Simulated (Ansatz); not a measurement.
Molecule: C₄H₁₂W, charge 0, multiplicity 3. The spin state was set by rule; other spins were not relaxed. SMILES: [CH3][W]([CH3])([CH3])[CH3]
Structure (B3LYP-D3(BJ)/def2-TZVP (Ansatz, an electronic-structure program) minimum search):
```
W
C 1 2.1171
H 2 1.0975 1 111.18
H 2 1.0975 3 107.71 1 -122.04
H 2 1.0975 3 107.71 4 -115.92
C 1 2.1171 2 109.47 3 -180.00
H 6 1.0975 1 111.18 2 60.00
H 6 1.0975 7 107.71 1 122.04
H 6 1.0975 7 107.71 8 115.92
C 1 2.1171 2 109.47 3 60.00
H 10 1.0975 1 111.18 2 60.00
H 10 1.0975 11 107.71 1 122.04
H 10 1.0975 11 107.71 12 115.92
C 1 2.1171 2 109.47 3 -60.00
H 14 1.0975 1 111.18 2 60.00
H 14 1.0975 15 107.71 1 -122.04
H 14 1.0975 15 107.71 16 -115.92
```
Charge 0, spin multiplicity 3.

Property: atomisation energy (electronic, to ground-state atoms), in eV. Cores are frozen in the correlated levels unless marked. UHF or UKS for open shells. Spin-orbit coupling is left out. The frozen core is the preceding noble-gas configuration, with the filled d and f shells of earlier blocks. In def2 rows, elements after Kr have scalar-relativistic effective core potentials. The coupled-cluster limit lacks core correlation, which all-electron functionals hold. Basis-set limits of correlation are two-point, X^-3; Hartree-Fock from the larger set. The bracket is a focal-point correction in the basis named.

```tsv
level	program	atomisation energy (eV)
HF/def2-QZVPP	Ansatz	48.70
PBE-D3(BJ)/def2-TZVPD	Ansatz + dftd3	66.48
PBE-D4/def2-TZVPD	Ansatz + dftd4	66.46
BLYP-D3(BJ)/def2-TZVPD	Ansatz + dftd3	65.37
```

Question: What does RI-MP2/CBS(def2-TZVPP,def2-QZVPP)+[CCSD(T)-MP2]/def2-TZVPP (Ansatz) give?

Answer: 65.19 eV
